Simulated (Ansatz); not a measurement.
A nudged elastic band was laid between two geometries of C2H6BFN2 (12 atoms, charge 0, multiplicity 1).

The calculation used Ansatz 0.2.0, RKS revPBE/def2-SVP.

| Property | Result |
| --- | --- |
| movable images | 9 |
| climbing image | yes |
| spring | 5.0 eV/Å² |
| optimiser | quadratic models (default) |
| start path | through a guess of the saddle point |
| force threshold | 0.05 eV/Å |
| iteration limit | 60 |
| end points | relaxed |

Image 0:

```xyz
12
Properties=species:S:1:pos:R:3
N -0.419 -0.935 1.710
C 0.127 -0.024 0.732
N 0.645 -0.560 -0.590
C 0.108 0.534 -1.460
B -0.777 0.919 -0.196
F -1.858 1.671 -0.001
H -1.088 -1.573 1.260
H 0.319 -1.535 2.104
H 0.892 0.611 1.254
H 1.666 -0.691 -0.640
H 0.833 1.341 -1.736
H -0.371 0.185 -2.403
```

Image 10:

```xyz
12
Properties=species:S:1:pos:R:3
N -0.438 -1.406 1.025
C 0.115 -0.094 0.834
N 0.939 0.003 -0.458
C -0.155 0.265 -1.479
B -0.533 0.973 -0.129
F -0.559 2.317 0.091
H 0.117 -1.985 1.666
H -1.395 -1.354 1.385
H 0.720 0.318 1.676
H 1.693 0.700 -0.434
H 0.175 0.894 -2.328
H -0.603 -0.686 -1.814
```

Task: What changes between the two ends?

Result: No bond is made or broken. The dihedral H8–N1–C2–H9 goes from -60 to 94°.

Task: Give the energies along the band, and the barrier.

Result: The run converged. The highest image is number 5 of 0 to 10, 0.229 eV above the first end and 0.239 eV above the last; the last end lies 0.010 eV below the first. A vibrational analysis at the climbing image gives one clearly imaginary mode, 248i cm⁻¹: a first-order saddle point.

```
image  path coordinate (Å)  energy (eV)  dihedral H8–N1–C2–H9 (°)
    0                 0.00        0.000                       -60
    1                 0.33        0.016                       -51
    2                 0.66        0.072                       -36
    3                 0.99        0.149                       -19
    4                 1.31        0.210                        -2
    5                 1.64        0.229                        15
    6                 2.28        0.209                        39
    7                 2.91        0.199                        59
    8                 3.53        0.156                        67
    9                 4.16        0.053                        76
   10                 4.78       -0.010                        94
```

Task: What is the geometry of the highest image?

Result: 
```xyz
12
Properties=species:S:1:pos:R:3:forces:R:3
N -0.586 -1.087 1.443 0.00 0.00 -0.01
C 0.166 -0.040 0.709 -0.02 -0.02 0.00
N 0.656 -0.525 -0.614 0.00 0.00 0.00
C 0.026 0.524 -1.480 0.00 0.00 0.00
B -0.722 0.982 -0.152 0.01 0.01 0.00
F -1.684 1.860 0.126 0.00 0.00 0.00
H -0.216 -1.997 1.134 0.00 0.00 0.00
H -0.399 -1.022 2.452 0.00 0.00 0.00
H 0.972 0.431 1.335 0.01 0.01 0.00
H 1.675 -0.617 -0.699 0.00 0.00 0.00
H 0.722 1.312 -1.865 0.00 0.00 0.00
H -0.534 0.125 -2.355 0.00 0.00 0.00
```

Task: What are the harmonic wavenumbers there?

Result: 248i, 89, 147, 317, 427, 438, 491, 617, 738, 796, 859, 901, 982, 1001, 1045, 1083, 1140, 1175, 1218, 1308, 1332, 1391, 1437, 1540, 2832, 2904, 2981, 3388, 3433, 3485 cm⁻¹.

The band took 17 iterations and roughly 11 core-minutes.

Run time: 5.5 min on 2 threads of Arm Neoverse V1, on a shared host, peak memory 0.15 GiB.
